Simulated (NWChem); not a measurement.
C2H4BFO2; SMILES B(C=O)(OC)F

```xyz
10

C     -1.7981    -0.8270     0.0000
O     -1.1512     0.4509     0.0000
B      0.1679     0.6641     0.0000
F      0.5891     1.9322     0.0000
C      1.3427    -0.4449     0.0000
O      1.1692    -1.6536     0.0000
H     -1.0751    -1.6429     0.0000
H     -2.4329    -0.8820    -0.8891
H     -2.4329    -0.8820     0.8891
H      2.3876    -0.0501     0.0000
```
Atoms are numbered in this order, from 1.

Computed with NWChem. Medium grid unless said otherwise, to which SCAN and Minnesota functionals are sensitive. Geometry: optimised at B3LYP/6-31G* (spherical d). B3LYP is NWChem's, with the RPA form of VWN correlation. Total energies of different functionals are on different scales.

| level | energy (Ha) | highest occupied level (eV) | orbital gap (eV) | dipole (D) |
|---|---|---|---|---|
| PBE/def2-TZVP | -353.5913 | -5.81 | 2.36 | 1.02 |
| B3LYP/def2-TZVP | -353.9972 | ___ | ___ | 0.93 |
| PBE0/def2-TZVP | -353.5992 | -7.44 | 5.06 | 0.91 |
| CAM-B3LYP/def2-TZVP | -353.8627 | -8.94 | 7.75 | 0.88 |
| LDA (Slater exchange, VWN5)/def2-TZVP | -351.2895 | -5.96 | 2.22 | 1.04 |
| M06-2X/def2-TZVP | -353.8546 | -9.06 | 7.74 | 0.86 |

Question: Some entries are withheld; supply them.

Answer: 
- B3LYP/def2-TZVP, highest occupied level (eV): -7.23
- B3LYP/def2-TZVP, orbital gap (eV): 4.58
